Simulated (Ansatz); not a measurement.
A structure relaxed at PBE-D4/def2-SVP in Ansatz, charge 0, singlet:

```xyz
62

P    -2.182   -1.613   -4.641
In    0.117   -0.622   -5.590
In    1.238   -4.165   -3.193
P     1.308   -1.543   -3.468
In   -3.379   -0.511   -2.607
P    -2.928    1.990   -3.307
In   -1.839   -3.370   -0.371
P     0.568   -4.199   -0.630
P    -1.722   -0.821   -0.700
In    0.677   -0.222   -1.376
In   -1.503    3.570   -1.780
P     0.757    2.337   -1.891
In    2.347   -3.176    0.923
P     2.323   -0.648    0.514
In    4.738   -0.319   -0.411
In    2.457    3.726   -0.522
P     4.663    2.353   -0.607
P    -2.382   -3.494    2.206
In   -2.516    0.505    1.374
P    -2.181    3.007    0.640
In   -0.976   -2.235    4.034
P     1.288   -3.361    3.340
P    -0.785    0.170    3.235
In    1.680    0.651    2.641
In   -0.630    4.457    2.119
P     1.580    3.156    1.838
In   -1.506    1.351    5.450
P    -1.431    3.865    4.522
H    -3.175   -1.838   -5.648
H    -1.958   -2.979   -4.274
H     0.522   -1.534   -7.012
H    -0.118    1.108   -5.490
H    -0.206   -4.676   -4.033
H     2.850   -4.791   -3.349
H     2.694   -1.194   -3.590
H    -5.073   -0.821   -2.399
H    -2.227    1.961   -4.555
H    -4.121    2.648   -3.748
H    -3.069   -4.202   -1.285
H     0.501   -5.586   -0.270
H    -1.586    5.235   -2.266
H     1.146    2.448   -3.266
H     3.884   -3.993    0.926
H     4.756   -0.819   -2.083
H     5.912   -0.649    0.829
H     2.591    5.404   -0.955
H     5.404    2.833   -1.735
H     5.477    2.956    0.406
H    -2.522   -4.862    2.605
H    -3.750   -3.112    2.378
H    -4.180    0.202    1.804
H    -3.461    3.641    0.783
H    -1.482   -2.646    5.647
H     1.258   -4.731    3.755
H     2.269   -2.907    4.276
H     2.780    0.463    3.982
H    -0.585    6.157    1.751
H     2.485    3.871    2.691
H    -3.198    1.053    5.731
H    -0.190    1.286    6.586
H    -2.705    4.505    4.661
H    -0.705    4.731    5.402
```

Task: Give its formula.

Result: In₁₄P₁₄H₃₄, a nanocrystal cut from wurtzite InP (hydrogen-capped).

Task: Summarise the bond lengths by kind (pairs closer than 1.2 times the sum of covalent radii, bridged metal pairs left out).

Result: 39 × In–P 2.54 to 2.68 Å; 17 × H–In 1.74 to 1.75 Å; 17 × H–P 1.43 Å.

In the def2 sets In takes a core potential; there is no spin–orbit coupling. Single mean-field runs in def2-SVP are fitted with def2-universal-jkfit.
